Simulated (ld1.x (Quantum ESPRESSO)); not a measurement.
Varying the ultrasoft potential for boron (B)

Base potential:

boron, ultrasoft, made with ld1.x (Quantum ESPRESSO) 7.5 (LDA (PZ), scalar-relativistic). Core [He], reference 2s2 2p1. Waves: 2s (bound): rcut 1.10, rcutus 1.30 bohr; 2s channel at 0.25 Ry: rcut 1.10, rcutus 1.30 bohr; 2p (bound): rcut 1.95, rcutus 2.10 bohr; 2p channel at 2.25 Ry: rcut 1.95, rcutus 2.10 bohr. Local part: all-electron potential smoothed inside 1.45 bohr (lloc = -2). Core correction: Bessel-smoothed model core inside 0.85 bohr. Augmentation charge: PSQ, inside the norm-conserving radii.

All-electron outer shells of the reference configuration (LDA (PZ), scalar-relativistic, ld1.x):

| shell | level (eV) | outermost node (bohr) | outermost maximum (bohr) |
| --- | --- | --- | --- |
| 1s | -178.66 | – | 0.21 |
| 2s | -9.39 | 0.46 | 1.52 |
| 2p | -3.72 | – | 1.55 |

Cutoffs, loose and tight: the cutoffs (Ry, on a coarse ladder) from which the occupation-weighted sum of valence levels, in a spherical-Bessel basis at the reference potential, stays within 10 and 1 mRy of its value at 400 Ry. They do not see the model core or the augmentation charge, which bear on the density cutoff. Test errors are all-electron minus pseudo excitation energies from the reference, over the configurations 2s2 2p0; 2s1 2p0; 2s2 2p0.5; 2s2 2p1.3; 2s1 2p2; 2s0 2p3; 2s1 2p1 (two spin-polarised tests are not counted in the largest error). A dash means not determined; rows that change the core or the reference have their own tests.

| change | outcome | cutoff, loose | cutoff, tight | bound ghosts | largest test error (meV) |
| --- | --- | --- | --- | --- | --- |
| base | generated | 15 Ry | 21 Ry | none | -37 |
| non-relativistic | generated | 15 Ry | 21 Ry | none | -37 |
| local potential all-electron potential smoothed inside 0.98 bohr (lloc = -2) | generated | 15 Ry | 21 Ry | none | -37 |
| wave 2s channel at 0.25 Ry: rcut 1.10, rcutus 1.30 bohr becomes 2s channel at 0.47 Ry: rcut 1.10, rcutus 1.30 bohr | generated | 15 Ry | 21 Ry | none | -37 |

What comes out with this change to the base: core correction Bessel-smoothed model core inside 0.58 bohr?

outcome: generated; cutoff, loose: 15 Ry; cutoff, tight: 21 Ry; bound ghosts: none; largest test error (meV): -42.

What comes out with this change to the base: type TM semilocal; waves now 2s (bound): rc 1.30 bohr; 2p (bound): rc 2.10 bohr; local potential the p channel?

outcome: generated; cutoff, loose: 21 Ry; cutoff, tight: 55 Ry; bound ghosts: none; largest test error (meV): +79.

What comes out with this change to the base: augmentation PSQ, radius 1.10 bohr?

outcome: generated; cutoff, loose: 15 Ry; cutoff, tight: 21 Ry; bound ghosts: none; largest test error (meV): +20.
